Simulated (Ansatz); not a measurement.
The cluster Ge₂H⁻, relaxed as a singlet with RKS PBE-D4/def2-TZVPD in Ansatz, starting from packed atoms. Force threshold 0.02 eV/Å.

The highest occupied level of the charge -1 singlet lies above zero (up to 0.73 eV). By energy differences its removal costs 1.97 eV (vertical, to the charge 0 doublet, at PBE-D4/def2-TZVPD); a positive level beside a positive removal energy at the same level points to self-interaction error. The structure comes from a short search, and lower isomers may exist.

Start:

```xyz
3

Ge   -0.433    0.016   -0.122
Ge    1.750   -0.106   -1.119
H    -1.317    0.090    1.241
```

```
step   energy (eV)  largest force component (eV/Å)  SCF passes
   1  -113035.5112                           1.953          16
   2  -113035.7240                           0.790          26
   3  -113035.7420                           0.090          21
   4  -113035.7497                           0.078          22
   5  -113035.7620                           0.057          27
   6  -113035.7629                           0.005          22
   7  -113035.7630                           0.033          21
   8  -113035.7631                           0.014          20
```

Force components are those of the run's own axes.

End:

Cartesian coordinates in Å:
```
Ge -0.168 0.010 0.115
Ge 1.591 -0.101 -1.189
H -1.423 0.090 1.074
```

By distances, no bond broke or formed. The bond that changes most is Ge1–Ge2, from 2.40 to 2.19 Å (atoms count from 1).

The force fell under the threshold at step 6, but the optimiser went on. No frequencies were taken in this run, so the end may be a saddle point.

It took 8 s on 4 threads of AMD EPYC 7R43 on a shared host.
